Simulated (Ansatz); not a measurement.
One change: `O[SiH2][NH][GeH2][OH]` becomes `OCN[SiH2]O`.

Ansatz, PBE0-D4/def2-TZVP geometries, multiplicity 1. Each molecule was computed in one conformer, which needn't be the lowest.

Scalar relativity is left out up to krypton.

| property | `O[SiH2][NH][GeH2][OH]` |
| --- | --- |
| HOMO energy (B3LYP/def2-TZVPP) / eV | -7.40 |
| HOMO–LUMO gap (B3LYP/def2-TZVPP) / eV | 7.26 |
| LUMO energy (B3LYP/def2-TZVPP) / eV | -0.14 |
| HOMO–LUMO gap (ωB97M-V/def2-TZVPP) / eV | 11.72 |
| size of the dipole moment (B3LYP/def2-TZVPP) / D | 2.96 |
| HOMO–LUMO gap (PBE/def2-TZVPP) / eV | 5.54 |

Question: Give the same properties after the change, and the shifts. (An estimate is asked.)

Answer: Computed: 
```tsv
property	`OCN[SiH2]O`	shift
HOMO energy (B3LYP/def2-TZVPP) / eV	-7.42	-0.02
HOMO–LUMO gap (B3LYP/def2-TZVPP) / eV	7.81	0.55
LUMO energy (B3LYP/def2-TZVPP) / eV	0.39	0.53
HOMO–LUMO gap (ωB97M-V/def2-TZVPP) / eV	12.23	0.51
size of the dipole moment (B3LYP/def2-TZVPP) / D	3.11	0.15
HOMO–LUMO gap (PBE/def2-TZVPP) / eV	6.14	0.60
```

With PBE0 the HOMO falls by 0.05 eV and the LUMO rises by 0.59 eV, so the gap widens by about 0.64 eV. PBE moves the HOMO by 0.02 eV and ωB97M-V by -0.12 eV. Dipoles are sizes alone; their direction can turn.

B3LYP here is the variant with VWN-RPA as its local correlation; programs differ in this.
